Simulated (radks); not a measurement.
Values are calculated unless marked as measured or tabulated.
Valence configurations of Pr+ (all share [Xe] 6s1). Code: a radial shooting solver on a logarithmic mesh with Libxc functionals. Model: scalar-relativistic Kohn-Sham, SCAN, spin-unpolarised, spherical densities, finite nucleus; meta-GGA in the generalised Kohn-Sham scheme; Fermi nuclear charge, rms radius 4.8919 fm. Energies are relative to 4f3; eigenvalues in eV.

4f3: E (eV) 0.000; e(4f) -6.589
4f2.5 5d0.5: E (eV) 0.187; e(4f) -9.023; e(5d) -7.751
4f2 6p1: E (eV) 4.839; e(4f) -15.188; e(6p) -6.670
4f1.5 5d0.5 6p1: E (eV) 7.702; e(4f) -18.324; e(5d) -11.423; e(6p) -6.810
4f1.5 5d1.5: E (eV) 3.644; e(4f) -14.792; e(5d) -9.076
4f1 6p2: E (eV) 17.712; e(4f) -25.344; e(6p) -7.991
4f0.5 5d0.5 6p2: E (eV) 23.830; e(4f) -28.940; e(5d) -15.348; e(6p) -8.099
4f2.5 6p0.5: E (eV) 1.539; e(4f) -10.639; e(6p) -5.947

NIST lists [Xe] 4f3 6s1 as the ground configuration; this level of theory agrees among the configurations tried. The energies are those of spherical spin-averaged densities, not of single terms. No valid solution was reached for [Xe] 4f2 6s2; [Xe] 4f2.5 6s1.5.
